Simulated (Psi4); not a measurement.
C$_{4}$H$_{7}$FGe (SMILES C=[CH][GeH]([F])[CH]=C), singlet, at a GFN2-xTB geometry; PBE0/def2-TZVPPD run with Psi4.

Input for Psi4:
```
memory 2 GB

molecule {
0 1
  Ge    0.05232178   -0.20191151   -0.41412065
  F     0.17261295    1.02582078   -1.68533530
  C    -1.85185357   -0.14846688    0.05933798
  C    -2.30466100   -0.06031304    1.29867759
  C     1.32276625    0.37202942    0.96578998
  C     2.34843090   -0.35299094    1.37791644
  H     0.49388175   -1.43091006   -1.18716923
  H    -2.54790004   -0.17005557   -0.76951683
  H    -1.63619821   -0.03451639    2.14583537
  H    -3.35937137   -0.01498576    1.52670284
  H     1.15250482    1.35599771    1.38556388
  H     3.03773794   -0.00307310    2.13226698
  H     2.54343581   -1.33522688    0.97586358
}

set basis def2-tzvppd

energy('pbe0')
print_variables()
```

The log (banner, timings and long lists left out):

```
   => Loading Basis Set <=

    Name: DEF2-TZVPPD
    Role: ORBITAL
    Keyword: BASIS

         ---------------------------------------------------------
                                   SCF
               by Justin Turney, Rob Parrish, Andy Simmonett
                          and Daniel G. A. Smith
                              RKS Reference
         ---------------------------------------------------------

  ==> Geometry <==

    Molecular point group: c1
    Full point group: C1

    Geometry (in Angstrom), charge = 0, multiplicity = 1:

       Center              X                  Y                   Z               Mass
    ------------   -----------------  -----------------  -----------------  -----------------
         GE           0.045530956907    -0.206243181628    -0.333348781037    73.921177761000
         F            0.165822126907     1.021489108372    -1.604563431037    18.998403162730
         C           -1.858644393093    -0.152798551628     0.140109848963    12.000000000000
         C           -2.311451823093    -0.064644711628     1.379449458963    12.000000000000
         C            1.315975426907     0.367697748372     1.046561848963    12.000000000000
         C            2.341640076907    -0.357322611628     1.458688308963    12.000000000000
         H            0.487090926907    -1.435241731628    -1.106397361037     1.007825032230
         H           -2.554690863093    -0.174387241628    -0.688744961037     1.007825032230
         H           -1.642989033093    -0.038848061628     2.226607238963     1.007825032230
         H           -3.366162193093    -0.019317431628     1.607474708963     1.007825032230
         H            1.145713996907     1.351666038372     1.466335748963     1.007825032230
         H            3.030947116907    -0.007404771628     2.213038848963     1.007825032230
         H            2.536644986907    -1.339558551628     1.056635448963     1.007825032230

  Running in c1 symmetry.

  Rotational constants: A =      0.10107  B =      0.06527  C =      0.04509 [cm^-1]
  Rotational constants: A =   3029.98155  B =   1956.75253  C =   1351.70470 [MHz]
  Nuclear repulsion =  436.140862688756044

  Charge       = 0
  Multiplicity = 1
  Electrons    = 72
  Nalpha       = 36
  Nbeta        = 36

  ==> Algorithm <==

  SCF Algorithm Type is DF.
  DIIS enabled.
  MOM disabled.
  Fractional occupation disabled.
  Guess Type is SAD.
  Energy threshold   = 1.00e-06
  Density threshold  = 1.00e-06
  Integral threshold = 1.00e-12

  ==> Primary Basis <==

  Basis Set: DEF2-TZVPPD
    Blend: DEF2-TZVPPD
    Number of shells: 133
    Number of basis functions: 361
    Number of Cartesian functions: 406
    Spherical Harmonics?: true
    Max angular momentum: 3

  ==> DFT Potential <==

   => LibXC <=

    Version 7.1.2
    S. Lehtola, C. Steigemann, M. J. T. Oliveira, and M. A. L. Marques,  SoftwareX 7, 1–5 (2018) (10.1016/j.softx.2017.11.002)

   => Composite Functional: PBE0 <=

    PBE0 Hyb-GGA Exchange-Correlation Functional

    C. Adamo and V. Barone,  J. Chem. Phys. 110, 6158 (1999) (10.1063/1.478522)
    M. Ernzerhof and G. E. Scuseria,  J. Chem. Phys. 110, 5029 (1999) (10.1063/1.478401)

    Deriv               =              1
    GGA                 =           TRUE
    Meta                =          FALSE

    Exchange Hybrid     =           TRUE
    MP2 Hybrid          =          FALSE

   => Exchange Functionals <=

    0.7500   Perdew, Burke & Ernzerhof

   => Exact (HF) Exchange <=

    0.2500               HF

   => Correlation Functionals <=

    1.0000   Perdew, Burke & Ernzerhof

   => LibXC Density Thresholds  <==

    XC_HYB_GGA_XC_PBEH:  1.00E-15

   => Molecular Quadrature <=

    Radial Scheme          =       TREUTLER
    Pruning Scheme         =           NONE
    Nuclear Scheme         =       TREUTLER

    Blocking Scheme        =         OCTREE
    BS radius alpha        =              1
    Pruning alpha          =              1
[...]
  Using in-core AOs.

  ==> MemDFJK: Density-Fitted J/K Matrices <==

    J tasked:                   Yes
    K tasked:                   Yes
    wK tasked:                   No
    Algorithm:                 Core
    Schwarz Cutoff:           1E-12
    Mask sparsity (%):       7.5767
    Fitting Condition:        1E-10

   => Auxiliary Basis Set <=

  Basis Set: (DEF2-TZVPPD AUX)
    Blend: DEF2-UNIVERSAL-JKFIT
    Number of shells: 227
    Number of basis functions: 769
    Number of Cartesian functions: 960
    Spherical Harmonics?: true
    Max angular momentum: 5

  Minimum eigenvalue in the overlap matrix is 5.6277637074E-06.
  Reciprocal condition number of the overlap matrix is 4.7099189767E-07.
    Using symmetric orthogonalization.

  ==> Pre-Iterations <==

  SCF Guess: Superposition of Atomic Densities via on-the-fly atomic UHF (no occupation information).

   -------------------------
    Irrep   Nso     Nmo
   -------------------------
     A        361     361
   -------------------------
    Total     361     361
   -------------------------

  ==> Iterations <==

                           Total Energy        Delta E     RMS |[F,P]|

   @DF-RKS iter SAD: -2328.98813034675368   -2.32899e+03   0.00000e+00
   @DF-RKS iter   1: -2331.29669989406966   -2.30857e+00   8.63813e-03 ADIIS/DIIS
   @DF-RKS iter   2: -2328.65457695934492    2.64212e+00   1.56777e-02 ADIIS/DIIS
   @DF-RKS iter   3: -2332.98265987258083   -4.32808e+00   7.90348e-04 ADIIS/DIIS
   @DF-RKS iter   4: -2332.98593797772537   -3.27811e-03   7.60986e-04 ADIIS/DIIS
   @DF-RKS iter   5: -2333.01958825307520   -3.36503e-02   1.33020e-04 ADIIS/DIIS
   @DF-RKS iter   6: -2333.02072639877906   -1.13815e-03   2.46323e-05 DIIS
   @DF-RKS iter   7: -2333.02076654287703   -4.01441e-05   3.43874e-06 DIIS
   @DF-RKS iter   8: -2333.02076720479818   -6.61921e-07   1.31742e-06 DIIS
   @DF-RKS iter   9: -2333.02076725788629   -5.30881e-08   6.82440e-07 DIIS
  Energy and wave function converged.

  ==> Post-Iterations <==

   Electrons on quadrature grid:
      Ntotal   =   71.9999876134 ; deviation = -1.239e-05

    Orbital Energies [Eh]
    ---------------------

    Doubly Occupied:

[...]
    Virtual:

[...]
     361A     57.355386

    Final Occupation by Irrep:
              A
    DOCC [    36 ]
    NA   [    36 ]
    NB   [    36 ]

  @DF-RKS Final Energy: -2333.02076725788629

   => Energetics <=

    Nuclear Repulsion Energy =            436.1408626887560445
    One-Electron Energy =               -4112.5925522258030469
    Two-Electron Energy =                1429.0649414709155280
    DFT Exchange-Correlation Energy =     -85.6340191917546321
    Empirical Dispersion Energy =           0.0000000000000000
    VV10 Nonlocal Energy =                  0.0000000000000000
    Total Energy =                      -2333.0207672578862912

Computation Completed

Properties will be evaluated at   0.000000,   0.000000,   0.000000 [a0]

Properties computed using the SCF density matrix

 Multipole Moments:

 ------------------------------------------------------------------------------------
     Multipole            Electronic (a.u.)      Nuclear  (a.u.)        Total (a.u.)
 ------------------------------------------------------------------------------------

 L = 1.  Multiply by 2.5417464519 to convert [e a0] to [Debye]
 Dipole X            :          0.8253640           -0.9239619           -0.0985979
 Dipole Y            :          0.0029684           -0.5893684           -0.5864001
 Dipole Z            :         -9.9653443           10.9898432            1.0244989
 Magnitude           :                                                    1.1845610

 ------------------------------------------------------------------------------------

  Variable Map:
  ----------------------------------------------------------------------------
[...]
  Array Variable Map:
  ----------------------------------------------------------------------------
[...]
[...]
```
